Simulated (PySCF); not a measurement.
C2H7BO3, SMILES C[C@H](O)B(O)O.

Geometry: PBE0-D3(BJ)/def2-SVP. The structure was generated by enumeration; whether it is a known compound was not checked. The values are those of a single conformer.

Computed with PySCF with PBE/def2-TZVP.

```json
{
  "total_energy": "-330.80894 hartree",
  "highest_occupied_level": "-6.44 eV",
  "lowest_empty_level": "-0.19 eV",
  "orbital_gap": "6.26 eV",
  "dipole_moment": "1.33 D",
  "quadrupole, principal values (traceless, Buckingham form, about the centre of nuclear charge)": "-5.92, -2.90, 8.82 D·Å",
  "mean_static_polarisability": "51.8 bohr³ (7.68 Å³)",
  "polarisability_principal_values": "43.2, 54.4, 57.9 bohr³"
}
```
